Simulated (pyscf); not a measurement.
Structures and frequencies: ωB97X-D3(BJ)/def2-SVP in PySCF. Correlated levels are frozen-core, on RHF or UHF. ΔMP2 is the change of the MP2 total energy from the triple- to the quadruple-zeta basis.

### Question
H₃Si–Cl (SMILES [SiH3]Cl) + :HSi–Cl (SMILES [SiH]Cl) [singlet] -> Cl–SiH₂–SiH₂–Cl (SMILES Cl[SiH2][SiH2]Cl)
Surface: singlet. Broken: H–Si. Formed: Si–Si, H–Si. Give ΔE‡ and ΔE from CCSD(T)/def2-TZVPP + ΔMP2(QZVPP), relative to the separated reactants.

### Answer
ΔE‡ = 9.1 kJ/mol, ΔE = -188.2 kJ/mol. Zero-point energy shifts the barrier by +3.2 kJ/mol. It is an insertion, with an imaginary mode of 367i cm⁻¹. On the reactant side the descent ends in a bound adduct (not fully relaxed), 34.5 kJ/mol under the separated species and 22.4 kJ/mol under the saddle at ωB97X-D3(BJ)/def2-TZVP. At ωB97X-D3(BJ)/def2-TZVP the barrier from the zero used here is -12.1 kJ/mol. One saddle was located; it need not be the lowest between these sides. The CCSD(T) − MP2 part came from Ansatz, without density fitting, on the same reference.
